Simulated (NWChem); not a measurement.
# SiH₄O₃; SMILES O[SiH](O)O

```xyz
8

Si     0.0000     0.0001     0.3685
O     -1.5182     0.2875    -0.2075
O      0.5101    -1.4585    -0.2075
O      1.0081     1.1711    -0.2075
H      0.0001     0.0002     1.8584
H     -1.8867     1.1648    -0.0735
H     -0.0663    -2.2159    -0.0751
H      1.9522     1.0511    -0.0743
```
Atoms are numbered in this order, from 1.

This is a stationary point of PBE0/def2-SVP (NWChem), point group C3. 

**Question.** Is it a minimum? If not, what does it relax to?

**Answer.** No. It has an imaginary frequency of 86i cm⁻¹. Following that mode (on a finer grid) lowers the energy by 1.7 kcal/mol and ends, with real frequencies alone, at point group C1:
```xyz
8

Si     0.0780    -0.0053     0.4813
O     -1.3474     0.1970    -0.3444
O      0.5815    -1.5225     0.0660
O      1.2548     1.0760     0.0748
H     -0.1230     0.1912     1.9353
H     -1.8668     0.9796    -0.1403
H     -0.1096    -2.1090    -0.2555
H      1.6778     0.9361    -0.7784
```
